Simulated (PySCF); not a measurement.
SMILES CS/C=C\C#N, GFN2-xTB optimised geometry.

```
11

C      2.57    -1.16     0.00
S      0.75    -1.16     0.00
C      0.46     0.55     0.00
C     -0.75     1.12     0.00
C     -1.95     0.39     0.00
N     -2.94    -0.19     0.00
H      2.94    -0.67     0.90
H      2.94    -0.66    -0.89
H      2.88    -2.20    -0.01
H      1.36     1.16     0.00
H     -0.85     2.20     0.00
```

Density from PySCF with PBE0/def2-TZVP at that geometry.

Minimum of the electron density along straight lines between bonded atoms, close to the bond critical point (lines longer than 1.1 times the sum of covalent radii, or with two minima, are not listed):

```tsv
bond	length / Å	ρ at the minimum / e bohr⁻³	∇²ρ there / e bohr⁻⁵	position (fraction from the first atom)
C1–S2	1.821	?	-0.30	0.47
S2–C3	1.737	0.211	?	0.50
C3–C4	1.341	0.343	-1.03	0.51
C4–C5	1.402	0.299	-0.89	0.46
C5–N6	1.148	0.499	?	0.35
C1–H7	1.086	0.283	-0.99	0.65
C1–H8	1.086	0.283	-0.99	0.65
C1–H9	1.085	0.283	-0.99	0.65
C3–H10	1.079	0.289	-1.05	0.65
C4–H11	1.081	0.284	-1.01	0.65
```

Question: Fill in the missing entries.

Answer: 
- C1–S2, ρ at the minimum / e bohr⁻³: 0.180
- S2–C3, ∇²ρ there / e bohr⁻⁵: -0.44
- C5–N6, ∇²ρ there / e bohr⁻⁵: -0.08
